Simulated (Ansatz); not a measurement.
Consider the substitution at a C–O bond: `CC(C)(C)[O][Ge][F]` + H₂S → `CC(C)(C)S` + `[OH][Ge][F]`.

Calculated with Ansatz (gas phase, PBE0-D4/def2-TZVP geometries, no zero-point term in ΔE). CCSD(T)/CBS is the MP2 limit (def2-TZVPP, def2-QZVPP) plus CCSD(T) − MP2 in def2-TZVPP, frozen cores. This one scheme is used for every species. Functionals use def2-TZVPP. For Ge outer-core shells are correlated without core-valence functions, which leaves a few kJ/mol of doubt a bond. Scalar relativity is left out up to krypton. One conformer a species, not always the lowest.

| level | ΔE (eV) |
| --- | --- |
| revPBE-D4 | -0.23 |
| B97M-V | -0.15 |
| revPBE | -0.27 |
| CCSD/def2-SVP | 0.01 |

Task: What does CCSD(T)/CBS give? (Estimate.)

Result: The calculation gave: -0.21 eV. The listed levels differ from it by -0.02, 0.06, -0.06, 0.22 eV.

Largest T1 diagnostic among the species: 0.015.

At CCSD(T), def2-SVP lies +0.23 eV from the extrapolated value and def2-TZVPP +0.04 eV. The D4 term adds +0.04 eV with B3LYP and +0.03 eV with PBE0; it sums over pairs of atoms, weighted by their polarisabilities, and B3LYP, whose exchange is more repulsive, gets the larger term. In def2-TZVPP, CCSD(T) changes the Hartree–Fock value by −0.04 eV (the triples alone add −0.00 eV) and MP2 by −0.14 eV.

B3LYP here is the variant with VWN-RPA as its local correlation; programs differ in this.
